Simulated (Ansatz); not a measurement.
`COB(O)Br` + H₂S → `COB(S)Br` + H₂O  (ligand exchange at a B–O bond)

Computed with Ansatz on PBE0-D4/def2-TZVP structures; ΔE is electronic, products minus reactants. CCSD(T)/CBS is the MP2 limit (def2-TZVPP, def2-QZVPP) plus CCSD(T) − MP2 in def2-TZVPP, frozen cores. This one scheme is used for every species. DFT in def2-TZVPP. B3LYP here is the variant with VWN-RPA as its local correlation; programs differ in this. HSE06 is defined as in plane-wave codes. For Br outer-core shells are correlated without core-valence functions, which leaves a few kJ/mol of doubt a bond. Scalar relativity is left out up to krypton. One conformer a species, not always the lowest.

`COB(O)Br`:

```xyz
9

C     0.025   -0.104   -1.464
O    -0.180    0.674   -0.303
B    -0.057    0.222    0.950
O    -0.281    1.070    1.977
Br    0.437   -1.635    1.326
H    -0.666   -0.949   -1.496
H     1.049   -0.482   -1.506
H    -0.156    0.544   -2.321
H    -0.170    0.661    2.837
```

H₂S:

```xyz
3

S     0.505   -0.197    0.300
H    -0.759    0.055    0.673
H     0.254    0.142   -0.973
```

`COB(S)Br`:

Cartesian coordinates in Å:
```
C -1.251 -0.507 -0.578
O 0.094 -0.226 -0.929
B 0.973 0.260 -0.045
S 0.508 0.595 1.674
Br 2.763 0.589 -0.683
H -1.295 -1.261 0.212
H -1.747 -0.887 -1.469
H -1.759 0.400 -0.239
H 1.714 1.036 2.057
```

H₂O:

```xyz
3

O     0.046   -0.039    0.384
H    -0.457    0.635   -0.077
H     0.411   -0.595   -0.307
```

(1) Is it downhill or uphill in electronic energy at CCSD(T)/CBS, and by how much? (Best estimate.)

(2) What do these levels give: BLYP-D4, B97M-V, PBE0-D4, B3LYP-D4, BHLYP-D4, ωB97X-V, B2PLYP, r2SCAN0, HSE06, HF/def2-SVP, CCSD(T)/def2-TZVPP, SCS-MP2/def2-QZVPP? (Estimate.)

Largest T1 diagnostic among the species: 0.011.

Answers

(1) Ansatz gave: Uphill: ΔE = +58.0 kJ/mol.

(2) Computed: BLYP-D4 62.1, B97M-V 65.6, PBE0-D4 58.3, B3LYP-D4 65.2, BHLYP-D4 70.1, ωB97X-V 65.3, B2PLYP 66.7, r2SCAN0 65.7, HSE06 61.4, HF/def2-SVP 93.4, CCSD(T)/def2-TZVPP 62.8, SCS-MP2/def2-QZVPP 60.0 kJ/mol.

In def2-TZVPP, CCSD(T) changes the Hartree–Fock value by −21.8 kJ/mol (the triples alone add −4.2 kJ/mol) and MP2 by −28.1 kJ/mol. Leaving LDA and LC-ωPBE aside and taking each functional with its dispersion term where it has one, the values, not all of them listed here, spread over 20.4 kJ/mol, from revPBE-D4 to CAM-B3LYP-D4. LDA lies +4.3 kJ/mol from PBE without D4. At CCSD(T), def2-SVP lies +19.7 kJ/mol from the extrapolated value and def2-TZVPP +4.8 kJ/mol.
